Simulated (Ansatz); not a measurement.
Isolated molecules relaxed with PBE0-D4/def2-TZVP in Ansatz; ΔE leaves out vibrations. CCSD(T)/CBS is the MP2 limit (def2-TZVPP, def2-QZVPP) plus CCSD(T) − MP2 in def2-TZVPP, frozen cores. This one scheme is used for every species. Functionals use def2-TZVPP. For Ge outer-core shells are correlated without core-valence functions, which leaves a few kJ/mol of doubt a bond. Scalar relativity is left out up to krypton. One conformer a species, not always the lowest.

`[SiH3][GeH2][SiH2][SiH2][GeH3]` + `BO` → `O[SiH2][SiH2][GeH3]` + `[BH2][GeH2][SiH3]`  (redistribution)

```tsv
level	ΔE (kcal/mol)	difference from CCSD(T)/CBS
ωB97X-V	24.6	0.2
ωB97M-V	25.3	0.9
PBE	25.9	1.5
r2SCAN	24.6	0.2
MP2/def2-TZVPP	25.5	1.1
SCS-MP2/def2-TZVPP	23.8	-0.6
CCSD/def2-TZVPP	23.8	-0.6
MP2/def2-QZVPP	24.9	0.5
SCS-MP2/def2-QZVPP	23.3	-1.1
HF/CBS(def2)	18.7	-5.7
CCSD(T)/CBS	24.4	0
```

Largest T1 diagnostic among the species: 0.014.

The D4 term adds +3.1 kcal/mol with B3LYP and +1.9 kcal/mol with PBE0; it sums over pairs of atoms, weighted by their polarisabilities, and B3LYP, whose exchange is more repulsive, gets the larger term. In def2-TZVPP, CCSD(T) changes the Hartree–Fock value by +6.0 kcal/mol (the triples alone add +1.2 kcal/mol) and MP2 by +6.4 kcal/mol.

B3LYP here is the variant with VWN-RPA as its local correlation; programs differ in this.
